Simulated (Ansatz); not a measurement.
`[NH2][Ta](=[O])([F])[F]` + H–F → `[O]=[Ta]([F])([F])[F]` + NH₃ at 600 K and 1 bar (ligand exchange at a Ta–N bond).

Computed with Ansatz on PBE0-D4/def2-TZVP structures; ΔE is electronic, products minus reactants. CCSD(T)/CBS adds triple-zeta CCSD(T) − MP2 to the extrapolated MP2 energy (def2 sets, frozen cores). This one scheme is used for every species. Elements past krypton have def2 core potentials. For Ta outer-core shells are correlated without core-valence functions, which leaves a few kJ/mol of doubt a bond. One conformer a species, not always the lowest.

| species | CCSD(T)/CBS energy (Eh) | H − E (kJ/mol) | S (J/(mol·K)) |
| --- | --- | --- | --- |
| `[NH2][Ta](=[O])([F])[F]` | -387.79855 | 140.8 | 426.4 |
| H–F | -100.39570 | 42.3 | 194.0 |
| `[O]=[Ta]([F])([F])[F]` | -431.70821 | 71.1 | 392.2 |
| NH₃ | -56.50880 | 112.4 | 219.5 |

H − E and S are ideal-gas, rigid-rotor, harmonic terms from PBE0-D4/def2-TZVP, for one conformer and one mirror image of each species. 1 Eh = 2625.50 kJ/mol, R = 8.31446 J/(mol·K).

Task: By hand: ΔE, ΔH, ΔS and ΔG.

Result: ΔE = (-431.70821) + (-56.50880) − (-387.79855) − (-100.39570) = -0.02276 Eh = -59.8 kJ/mol. Δ(H − E) = 71.1 + 112.4 − 140.8 − 42.3 = 0.4, so ΔH = -59.4 kJ/mol. ΔS = 392.2 + 219.5 − 426.4 − 194.0 = -8.7 J/(mol·K). ΔG = -59.4 − 600 × (-8.7)/1000 = -54.2 kJ/mol.

Task: By hand: the equilibrium constant, and the temperature at which ΔG would vanish if ΔH and ΔS stayed fixed.

Result: log₁₀ K = −ΔG/(RT ln 10) = 4.7. ΔG = 0 at ΔH/ΔS = 6828 K, far beyond where these terms or the molecules hold.

The number of gas molecules stays the same, so ΔS is small and ΔH decides. A doubt of 5 kJ/mol in ΔE shifts log₁₀ K by 0.4 here. Other conformers and mirror images would add mixing entropy, several J/(mol·K) or more a flexible species. These are equilibria of isolated gas molecules and say nothing of rates. Largest T1 diagnostic: 0.020 (customary marks: 0.02 for closed shells, 0.045 for open ones).
